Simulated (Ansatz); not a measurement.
A nudged elastic band was laid between two geometries of BClFH₃O (7 atoms, charge 0, multiplicity 1).

These are results of RKS BLYP/def2-SVP in Ansatz 0.2.0, not measurements.

- movable images: 7
- climbing image: yes
- spring: 5.0 eV/Å²
- optimiser: quadratic models (default)
- start path: through a guess of the saddle point
- force threshold: 0.03 eV/Å
- iteration limit: 60
- end points: relaxed

Image 0:

```xyz
7
Properties=species:S:1:pos:R:3
B 0.037 0.020 0.090
H 0.004 0.589 1.165
F 1.165 0.095 -0.650
Cl -1.543 0.100 -0.897
O -0.004 -1.683 0.589
H -0.727 -2.042 0.021
H -0.357 -1.702 1.504
```

Image 8:

```xyz
7
Properties=species:S:1:pos:R:3
B -0.082 -0.294 -1.057
H 0.071 -1.029 3.458
F 1.047 0.364 -1.304
Cl -1.429 -0.166 -2.228
O -0.167 -1.036 0.076
H -1.026 -1.487 0.181
H 0.162 -0.974 2.698
```

Q: Which bonds break or form, and what moves?

A: Bonds broken: B1–H2, O5–H7. Bonds formed: H2–H7. BClFH3O becomes BClFHO + H2.

Q: What energy profile does the band end with?

A: The forces met the threshold. The highest image is number 1 of 0 to 8, 23.1 kcal/mol above the first end and 45.2 kcal/mol above the last; the last end lies 22.1 kcal/mol below the first. Neighbouring images differ by up to 1.3 eV, so the band resolves the path poorly. A vibrational analysis at the climbing image gives one clearly imaginary mode, 1318i cm⁻¹: a first-order saddle point. The orbitals stay closed-shell, which can raise the energy where a bond breaks towards radicals; this wasn't checked here.

```csv
image,path coordinate (Å),energy (kcal/mol),B1–H2 (Å),O5–H7 (Å),H2–H7 (Å)
0,0.00,0.0,1.22,0.98,2.34
1,1.09,23.1,1.39,1.27,1.06
2,1.75,-7.8,1.98,1.90,0.78
3,2.41,-19.5,2.59,2.45,0.76
4,3.07,-21.4,3.21,2.77,0.77
5,3.74,-21.8,3.69,2.70,0.77
6,4.40,-22.0,4.08,2.67,0.77
7,5.06,-22.0,4.37,2.65,0.77
8,5.72,-22.1,4.58,2.64,0.77
```

Q: What is the geometry of the highest image?

A: 
```xyz
7
Properties=species:S:1:pos:R:3
B -0.003 -0.268 -0.003
H -0.126 0.154 1.316
F 1.185 0.142 -0.485
Cl -1.513 0.215 -0.900
O 0.016 -1.776 0.406
H -0.845 -2.184 0.168
H -0.139 -0.904 1.319
```

The band took 22 iterations and of the order of 2.3 core-minutes.

The run took 2.3 min on 1 thread of Intel(R) Xeon(R) 6975P-C (Granite Rapids), with other jobs on the host, peak memory 0.16 GiB.
